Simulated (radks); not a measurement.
Values are calculated unless marked as measured or tabulated.
Charge is removed step by step from the 3s1/2 level of V7+, starting from [Ne] 3s2 3p4. Code: a radial shooting solver on a logarithmic mesh with Libxc functionals. Model: Dirac Kohn-Sham, PBEsol, spin-unpolarised, spherical densities, finite nucleus; open shells fill j = l - 1/2 first; Fermi nuclear charge, rms radius 3.6002 fm.

| removed (e) | E - E(0) (eV) | eigenvalue (eV) | E minus straight line (eV) |
|---|---|---|---|
| 0 | 0.000 | -191.88 | 0.000 |
| 0.1 | 19.312 | -194.37 | -1.130 |
| 0.2 | 38.874 | -196.86 | -2.011 |
| 0.3 | 58.685 | -199.37 | -2.642 |
| 0.4 | 78.747 | -201.88 | -3.022 |
| 0.5 | 99.061 | -204.40 | -3.150 |
| 0.6 | 119.63 | -206.92 | -3.027 |
| 0.7 | 140.45 | -209.45 | -2.651 |
| 0.8 | 161.52 | -211.99 | -2.021 |
| 0.9 | 182.84 | -214.53 | -1.138 |
| 1 | 204.42 | -217.08 | 0.000 |

Removing the whole electron costs 204.42 eV by Delta-SCF, against 191.88 eV from minus the eigenvalue at the starting occupation. Slater's transition state (half an electron removed) gives 204.40 eV. Integrating minus the eigenvalue over the occupation (Janak's theorem) gives 204.42 eV. The mean slope of the eigenvalue, de/dn, is 25.2 eV per electron.
